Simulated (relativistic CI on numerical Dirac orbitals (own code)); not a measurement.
# V⁺ in a cubic cluster: 2p photoemission with charge transfer

Computed with a charge-transfer multiplet model of a cubic metal-ligand cluster with up to one ligand hole, Slater and spin-orbit integrals from Dirac-Coulomb-Breit ions, Slater integrals scaled by 0.8. The parameters are those of a tetrahedral site (10Dq negative, t2 hopping the larger). The ground state mixes d4 with configurations of k ligand holes L, whose averages lie at kΔ + k(k − 1)U_dd/2; a core hole lowers each added d electron by U_cd. 20 K, Lorentzian 0.6 eV and Gaussian 0.8 eV FWHM.

Atomic integrals in eV (Slater integrals scaled, ζ unscaled), ground: F2dd 6.042, F4dd 3.713, zeta_d 0.015; with the core hole: F2dd 7.850, F4dd 4.885, zeta_d 0.030, zeta_core 4.613, F2cd 4.315, G1cd 3.109, G3cd 1.763.

Cluster parameters (eV): U_dd = 5.6, U_cd = 6.6, 10Dq = -0.25, 10Dq(ligand) = 0, V(eg) = 1.23, V(t2g) = -2.08, final-state hopping factor = 0.8.

Weights, n_d and S are thermal averages at 20 K. Binding energies count from the first peak over 30 % of the highest in each spectrum, which can be another peak from case to case. The parameters are a model scan and need not match a compound or its usual spin state. Peaks in eV (height, largest 100): 0.0 (100), 0.6 (96), 3.5 (52), 8.8 (75), 16.7 (9).

**Question.** Which parameters give this spectrum?
A. Δ = 7.1 eV
B. Δ = 4.1 eV
C. Δ = 6.1 eV

**Answer.** B. Δ = 4.1 eV; the ground state then has 4.29 d electrons and S = 2.00. The choice follows from running the model for each set and comparing peak positions and heights. The space is cut while the next configuration still counts.
